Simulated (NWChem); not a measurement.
System: InH$_{3}$S$_{2}$; SMILES [SH][InH][SH]

NWChem input:

```
start job
memory heap 200 mb stack 900 mb global 1100 mb
geometry units angstroms noautosym nocenter noautoz
  In     0.000000     0.000000    -0.520484
  H      0.000000     0.000000    -2.236443
  S     -1.996420     0.002024     0.815726
  H     -2.815888     0.002743    -0.259204
  S      1.996420    -0.002024     0.815726
  H      2.815888    -0.002743    -0.259204
end
basis spherical
  * library def2-svpd
end
ecp
  In library def2-ecp
end
dft
  xc b3lyp
  iterations 150
end
property
  response 1 0.0
end
task dft property
```

Parts of the log:

```
             Northwest Computational Chemistry Package (NWChem) 7.3.0
             --------------------------------------------------------

                             Geometry "geometry" -> ""
                             -------------------------

 Output coordinates in angstroms (scale by  1.889725989 to convert to a.u.)

  No.       Tag          Charge          X              Y              Z
 ---- ---------------- ---------- -------------- -------------- --------------
    1 In                  49.0000     0.00000000     0.00000000    -0.52048400
    2 H                    1.0000     0.00000000     0.00000000    -2.23644300
    3 S                   16.0000    -1.99642000     0.00202400     0.81572600
    4 H                    1.0000    -2.81588800     0.00274300    -0.25920400
    5 S                   16.0000     1.99642000    -0.00202400     0.81572600
    6 H                    1.0000     2.81588800    -0.00274300    -0.25920400

 Effective nuclear repulsion energy (a.u.)     433.7785327880

                                 NWChem DFT Module
                                 -----------------

 Summary of "ao basis" -> "ao basis" (spherical)
 ------------------------------------------------------------------------------
       Tag                 Description            Shells   Functions and Types
 ---------------- ------------------------------  ------  ---------------------
 In                        def2-svpd                12       32   5s4p3d
 H                         def2-svpd                 4        8   2s2p
 S                         def2-svpd                11       27   5s4p2d

            General Information
            -------------------
          SCF calculation type: DFT
          Wavefunction type:  closed shell.
          No. of atoms     :     6
          No. of electrons :    56
           Alpha electrons :    28
            Beta electrons :    28
          Charge           :     0
          Spin multiplicity:     1
          Use of symmetry is: off; symmetry adaption is: off
          Maximum number of iterations: 150
          AO basis - number of functions:   110
                     number of shells:    46
          Convergence on energy requested:  1.00D-06
          Convergence on density requested:  1.00D-05
          Convergence on gradient requested:  5.00D-04

              XC Information
              --------------
                         B3LYP Method XC Potential
                     Hartree-Fock (Exact) Exchange  0.200
                        Slater Exchange Functional  0.800 local
                    Becke 1988 Exchange Functional  0.720 non-local
              Lee-Yang-Parr Correlation Functional  0.810
                  VWN I RPA Correlation Functional  0.190 local

             Grid Information
             ----------------
          Grid used for XC integration:  medium
          Radial quadrature: Mura-Knowles
          Angular quadrature: Lebedev.
          Tag              B.-S. Rad. Rad. Pts. Rad. Cut. Ang. Pts.
          ---              ---------- --------- --------- ---------
          In                  1.55      123          12.0       590
          H                   0.35       45          14.0       434
          S                   1.00       88          14.0       590
          Grid pruning is: on
          Number of quadrature shells:   434
          Spatial weights used:  Erf1

      Superposition of Atomic Density Guess
      -------------------------------------

 Sum of atomic energies:       -1014.24993751

      Non-variational initial energy
      ------------------------------

 Total energy =    -985.915500
 1-e energy   =   -1867.895349
 2-e energy   =     664.683428
 HOMO         =      -0.325892
 LUMO         =      -0.012404

   convergence    iter        energy       DeltaE   RMS-Dens  Diis-err
 ---------------- ----- ----------------- --------- --------- ---------
 d= 0,ls=0.0,diis     1   -988.1777246827 -1.21D+03  1.38D-02  3.80D-01
 d= 0,ls=0.0,diis     2   -988.1583477891  1.94D-02  7.56D-03  4.11D-01
 d= 0,ls=0.0,diis     3   -988.2312550473 -7.29D-02  1.98D-03  3.52D-02
 d= 0,ls=0.0,diis     4   -988.2371922353 -5.94D-03  3.28D-04  1.03D-03
 d= 0,ls=0.0,diis     5   -988.2373665653 -1.74D-04  6.76D-05  3.18D-05
  Resetting Diis
 d= 0,ls=0.0,diis     6   -988.2373715316 -4.97D-06  2.36D-05  5.85D-06
 d= 0,ls=0.0,diis     7   -988.2373726462 -1.11D-06  9.27D-06  1.76D-07
 d= 0,ls=0.0,diis     8   -988.2373726293  1.70D-08  5.31D-06  2.64D-07

         Total DFT energy =     -988.237372629265
      One electron energy =    -1869.514527124709
           Coulomb energy =      733.259271445417
    Exchange-Corr. energy =      -69.278537719755
 Nuclear repulsion energy =      217.296420769783

 Numeric. integr. density =       55.999982816110

                       DFT Final Molecular Orbital Analysis
                       ------------------------------------

 Vector   26  Occ=2.000000D+00  E=-3.067624D-01
              MO Center=  1.1D-06, -1.7D-10, -3.0D-01, r^2= 5.8D+00
   Bfn.  Coefficient  Atom+Function         Bfn.  Coefficient  Atom+Function
  ----- ------------  ---------------      ----- ------------  ---------------
    14      0.318217  1 In pz                33     -0.309627  2 H  s
    54     -0.228968  3 S  pz                89     -0.228968  5 S  pz
    51     -0.192246  3 S  pz                86     -0.192247  5 S  pz
    52      0.157592  3 S  px                87     -0.157592  5 S  px
    34     -0.137600  2 H  s                 20      0.128099  1 In d  0

 Vector   27  Occ=2.000000D+00  E=-2.808909D-01
              MO Center= -8.4D-08, -3.3D-09,  6.4D-01, r^2= 5.3D+00
   Bfn.  Coefficient  Atom+Function         Bfn.  Coefficient  Atom+Function
  ----- ------------  ---------------      ----- ------------  ---------------
    53      0.390740  3 S  py                88      0.390740  5 S  py
    50      0.300528  3 S  py                85      0.300528  5 S  py
    13      0.177583  1 In py                47      0.169663  3 S  py
    82      0.169663  5 S  py                56      0.064393  3 S  py
    91      0.064393  5 S  py                10     -0.054007  1 In py

 Vector   28  Occ=2.000000D+00  E=-2.640115D-01
              MO Center=  8.0D-08, -3.1D-09,  7.4D-01, r^2= 5.6D+00
   Bfn.  Coefficient  Atom+Function         Bfn.  Coefficient  Atom+Function
  ----- ------------  ---------------      ----- ------------  ---------------
    53      0.425769  3 S  py                88     -0.425769  5 S  py
    50      0.324334  3 S  py                85     -0.324334  5 S  py
    47      0.182343  3 S  py                82     -0.182343  5 S  py
    18      0.088931  1 In d -2              56      0.085459  3 S  py
    91     -0.085459  5 S  py                23     -0.030260  1 In d -2

 Vector   29  Occ=0.000000D+00  E=-6.537954D-02
              MO Center=  1.9D-09,  3.9D-08, -5.8D-01, r^2= 4.9D+00
   Bfn.  Coefficient  Atom+Function         Bfn.  Coefficient  Atom+Function
  ----- ------------  ---------------      ----- ------------  ---------------
    13      0.543021  1 In py                16      0.542815  1 In py
    53     -0.211958  3 S  py                88     -0.211958  5 S  py
    10     -0.148473  1 In py                50     -0.139699  3 S  py
    85     -0.139699  5 S  py                 7     -0.137110  1 In py
    29     -0.096015  1 In d -1              47     -0.075536  3 S  py

 Vector   30  Occ=0.000000D+00  E=-5.898482D-02
              MO Center= -2.8D-09, -4.2D-08, -2.4D-01, r^2= 7.0D+00
   Bfn.  Coefficient  Atom+Function         Bfn.  Coefficient  Atom+Function
  ----- ------------  ---------------      ----- ------------  ---------------
     4      0.832345  1 In s                  3      0.560347  1 In s
     1     -0.322747  1 In s                 34     -0.303993  2 H  s
    52     -0.294652  3 S  px                87      0.294652  5 S  px
    33     -0.238779  2 H  s                 44     -0.235971  3 S  s
    79     -0.235971  5 S  s                 30     -0.222053  1 In d  0

 Vector   31  Occ=0.000000D+00  E=-1.955482D-02
              MO Center=  6.2D-08, -7.9D-09, -4.3D-01, r^2= 1.3D+01
   Bfn.  Coefficient  Atom+Function         Bfn.  Coefficient  Atom+Function
  ----- ------------  ---------------      ----- ------------  ---------------
     5      2.444368  1 In s                 45     -1.091225  3 S  s
    80     -1.091225  5 S  s                 17      0.790013  1 In pz
    32      0.344318  1 In d  2               3     -0.341158  1 In s
    55     -0.305773  3 S  px                90      0.305773  5 S  px
    57      0.222785  3 S  pz                92      0.222785  5 S  pz

     Multipole analysis of the density
     ---------------------------------

     L   x y z        total         alpha         beta         nuclear
     -   - - -        -----         -----         ----         -------
     0   0 0 0     -0.000000    -28.000000    -28.000000     56.000000

     1   1 0 0      0.000000      0.000000      0.000000      0.000000
     1   0 1 0     -0.000000     -0.000000     -0.000000      0.000000
     1   0 0 1     -0.962411    -12.214719    -12.214719     23.467027

[...]

 DFT Linear Response polarizability / au
 Frequency  =       0.0000000 / au
              X              Y              Z
 -----------------------------------------------
 X     110.0478675     -0.0465846      0.0000000
 Y      -0.0465847     63.9420409     -0.0000000
 Z       0.0000000     -0.0000000     84.6339726
 -----------------------------------------------
 Eigenvalues =     110.0479146     63.9419938     84.6339726
 Isotropic   =      86.2079603
 Anisotropic =      39.9986397
 -----------------------------------------------

 Magnetic Dipole Response Matrix (nonzero elements):

 Exiting AOResponse driver routine
```

Level: B3LYP/def2-SVPD with def2 effective core potentials on In. Structure relaxed at the PBE0/def2-SVP level. Not confirmed as a minimum by frequencies. def2 effective core potentials on In; no spin-orbit coupling.
